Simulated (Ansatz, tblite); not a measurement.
Cost and result up the ladder for Ta4 (the lowest singlet isomer of a short search) (4 atoms). Total charge 0; singlet. Geometry: PBE-D4/def2-SVP.

```xyz
4

Ta    0.647   -0.540    1.326
Ta    0.573   -0.799   -1.226
Ta    0.338    1.526   -0.165
Ta   -1.559   -0.187    0.064
```

Ansatz on 4 threads of Arm Neoverse V1 on a shared host; xTB runs through tblite on one thread. Times are rough, summed over both states, and most runs start from the orbitals of an earlier one. RPA@PBE/def2-TZVP serves as the yardstick here, not as an exact answer. The other state is a quintet at its own geometry.

In the def2 sets Ta takes a core potential; there is no spin–orbit coupling. The xTB rows come from tblite. Correlated methods freeze no core orbitals; core or outer-core shells of Ta are correlated, in sets that lack core-valence functions. The structure comes from a short search, and lower isomers may exist.

Run but left out: B2PLYP/def2-TZVP, PBE-QIDH/def2-TZVP (singlet: restricted singlet, unstable towards broken spin symmetry).

Correlated methods converge slowly with the basis.

xTB has no spin-polarisation term.

```
                         level  functions  wall time  quintet − singlet (eV)  difference from RPA@PBE/def2-TZVP (eV)                                   remarks
                      GFN1-xTB         36    0.008 s                    3.58                                    2.32                                         –
                      GFN2-xTB         36    0.012 s                    6.52                                    5.26                                         –
              PBE-D4/def2-TZVP        160      8.8 s                    1.34                                    0.08                                         –
             RPA@PBE/def2-TZVP        160       20 s                    1.26                                    0.00  test for broken spin undecided (singlet)
        CAM-B3LYP-D4/def2-TZVP        160       31 s                    0.81                                   -0.45                                         –
B97M-V/def2-TZVP (with forces)        160       50 s                    1.24                                   -0.02                                         –
           r2SCAN-D4/def2-TZVP        160       53 s                    0.83                                   -0.43   spin-contaminated (⟨S²⟩ 6.13) (quintet)
             ωB97M-V/def2-TZVP        160    3.5 min                    0.69                                   -0.57   spin-contaminated (⟨S²⟩ 6.15) (quintet)
```
